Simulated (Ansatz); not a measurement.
Cl2OTi, SMILES [Cl][Ti](=[O])[Cl] (connectivity only; charge and spin as stated), charge -1, multiplicity 2. Atoms are numbered in the order given.

```xyz
4

Ti     0.0000     0.0000    -0.3681
Cl     0.0000     2.0838     0.7231
Cl     0.0000    -2.0838     0.7231
O      0.0000     0.0000    -2.0084
```
Charge -1, spin multiplicity 2.

Coordinates come from a r2SCAN-D4/def2-SVPD optimisation. The multiplicity is an assumed one; other spin states were not compared. The isomer is the one that the SMILES or the coordinates give; other isomers of the formula were not compared.

Two levels are set side by side: PBE-D3(BJ)/def2-SVPD (Ansatz, an electronic-structure program) and r2SCAN-D4/def2-SVPD (Ansatz). Each level has its own optimised geometry; the coordinates shown are those of the second. Differences are taken from unrounded values.

```json
[
 {"quantity": "mean bond length (Å)", "r2SCAN-D4": "2.115", "PBE-D3(BJ)": "2.117", "PBE-D3(BJ) minus r2SCAN-D4": "0.002"},
 {"quantity": "bond Ti1–Cl2 (Å)", "r2SCAN-D4": "2.352", "PBE-D3(BJ)": "2.352", "PBE-D3(BJ) minus r2SCAN-D4": "0.000"},
 {"quantity": "bond Ti1–Cl3 (Å)", "r2SCAN-D4": "2.352", "PBE-D3(BJ)": "2.352", "PBE-D3(BJ) minus r2SCAN-D4": "0.000"},
 {"quantity": "bond Ti1–O4 (Å)", "r2SCAN-D4": "1.640", "PBE-D3(BJ)": "1.646", "PBE-D3(BJ) minus r2SCAN-D4": "0.005"}
]
```

On these quantities the two levels nearly agree.
